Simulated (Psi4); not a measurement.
A dimer, CH2O2 ··· CHN (SMILES O=CO and C#N); the first 5 atoms form monomer A.

```
8

O      0.8136    -0.5324    -0.0621
C     -0.4198     0.0009    -0.0491
O     -0.6803     1.1288     0.2544
H      1.4376     0.1588     0.2164
H     -1.1510    -0.7561    -0.3596
C     -3.9779     0.0603     0.5172
N     -3.3390    -0.0666     1.4603
H     -4.5725     0.1784    -0.3605
```

Q: What interaction energy does SAPT0/jun-cc-pVDZ, frozen core (Psi4) give, and which attractive term is the largest?

A: Total 0.46 kcal/mol: electrostatics -0.53, exchange 2.48, induction -0.32, dispersion -1.17. The most attractive term is dispersion.
